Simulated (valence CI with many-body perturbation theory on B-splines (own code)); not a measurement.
Which ion has this spectrum?

A relativistic CI+MBPT calculation for an atom or ion with 32 electrons gives these levels (cm⁻¹):

| J | Parity | E | g |
| --- | --- | --- | --- |
| 0 | even | 0 |  |
| 1 | even | 795907 | 1.50 |
| 2 | even | 831160 | 1.18 |
| 2 | odd | 1591770 | 1.56 |
| 2 | even | 1653782 | 1.31 |
| 1 | odd | 1712423 | 1.06 |
| 0 | even | 1730039 |  |
| 2 | odd | 2059451 | 0.76 |
| 1 | odd | 2209551 | 0.86 |
| 2 | odd | 2271354 | 1.42 |
| 3 | odd | 2298734 | 1.16 |
| 2 | odd | 2406819 | 1.40 |
| 3 | odd | 2452851 | 1.28 |
| 0 | odd | 2484700 |  |

The energies are calculated, and their last digits are not significant.

(1) Which is it?
A. Os44+
B. Hf40+
C. Re43+
D. W42+

## Answers

(1) C. Re43+, ground level (4s^2 4p1/2^2) J=0.
